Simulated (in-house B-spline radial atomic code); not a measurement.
Configurations of the terbium ion Tb²⁺, with energies counted from [Xe] 4f9. All numbers are computed (scalar-relativistic (X2C) SCAN, spin-polarised, spherical fractional occupations; Fermi nucleus of rms radius 5.06 fm) with an all-electron radial atomic-structure program (B-spline basis), not measured. Shells without spins written out take the highest spin.

Occupations are held fixed; configurations that lie above the ionisation limit could autoionise.

```json
{"configuration": "[Xe] 4f8 6s1", "E - E(ref) (eV)": "1.6383", "highest orbital": "6s up", "its <r> (bohr)": "3.218"}
{"configuration": "[Xe] 4f(6 up, 3 down)", "E - E(ref) (eV)": "3.9269", "highest orbital": "4f down", "its <r> (bohr)": "0.9126"}
{"configuration": "[Xe] 4f(2 up, 6 down) 6f(0 up, 1 down)", "E - E(ref) (eV)": "21.795", "highest orbital": "6f down", "its <r> (bohr)": "10.02"}
{"configuration": "[Kr] 4d10 4f9 5s2 5p5 5d1", "E - E(ref) (eV)": "24.391", "highest orbital": "5d up", "its <r> (bohr)": "2.317"}
{"configuration": "[Kr] 4d10 4f(7 up, 3 down) 5s2 5p(3 up, 2 down)", "E - E(ref) (eV)": "24.975", "highest orbital": "4f down", "its <r> (bohr)": "0.9844"}
{"configuration": "[Kr] 4d10 4f9 5s2 5p5 6p1", "E - E(ref) (eV)": "29.539", "highest orbital": "6p up", "its <r> (bohr)": "3.972"}
{"configuration": "[Kr] 4d10 4f9 5s2 5p5 6f1", "E - E(ref) (eV)": "39.353", "highest orbital": "6f up", "its <r> (bohr)": "10.02"}
```

Problem. Order these further configurations by energy, lowest first.
A. [Kr] 4d10 4f9 5s2 5p5 5f1
B. [Kr] 4d10 4f9 5s2 5p5 6s1
C. [Xe] 4f8 6p1
D. [Kr] 4d10 4f(6 up, 3 down) 5s2 5p(2 up, 3 down) 5d(1 up, 0 down)
E. [Kr] 4d9 4f9 5s2 5p6 6p1

Solution. C (6.5938 eV), B (24.657 eV), D (30.147 eV), A (36.711 eV), E (153.79 eV).

Problem. How far above the reference does [Xe] 4f8 5f1 lie?

Solution. 13.831 eV; its least bound orbital is 5f up with <r> = 5.74 bohr.

Problem. How far above the reference does [Xe] 4f(7 up, 1 down) 6d(1 up, 0 down) lie?

Solution. 12.08 eV; its least bound orbital is 6d up with <r> = 5.655 bohr.
